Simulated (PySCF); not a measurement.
# Property card for `Cl[SiH](Cl)Cl` (HSiCl3)

Species: HSiCl3.
Atom-mapped SMILES: `[Cl:1][SiH:2]([Cl:3])[Cl:4]` (hydrogens: H5 on Si2)

From GFN2-xTB geometry:

* Point group of the GFN2-xTB geometry: C3v
* Rotational constants A, B, C of the GFN2-xTB geometry: 2.498, 2.496, 1.339 GHz

PBE0/pcSseg-1 ground state and GIAO shieldings, non-relativistic (PySCF):

- Dipole moment: 1.01 D
- HOMO energy: -9.54 eV
- LUMO energy: 0.19 eV
- HOMO–LUMO gap: 9.73 eV
- Lowest Hirshfeld atomic charge: -0.10 e on Cl1/Cl3/Cl4
- Highest Hirshfeld atomic charge: +0.35 e on Si2
- 1H chemical shifts (computed TMS as zero) by class: 6.07 (H5) ppm
- Isotropic shieldings of nuclei other than C and H, by class: 340 (Si2), 823 (Cl1/Cl3/Cl4) ppm
- Mayer bond orders between heavy atoms: Cl1–Si2 1.05, Si2–Cl3 1.05, Si2–Cl4 1.05

Monoisotopic mass from the formula: 133.8913 u.

The rotational constants are those of an oblate symmetric top; the small spread among constants that symmetry makes equal is optimisation noise. Point group C3v permits a dipole; with 1.01 D the species has a pure rotational spectrum. With B = h/(8π²I), that is 505.379 GHz u Å² over I, the principal moments of inertia are 202.4, 202.4 and 377.4 u Å² (most abundant isotopes). The dipole matches unit charges of opposite sign 0.21 Å apart (1 e·Å = 4.8032 D).

Isolated species at its GFN2-xTB geometry, gas phase.
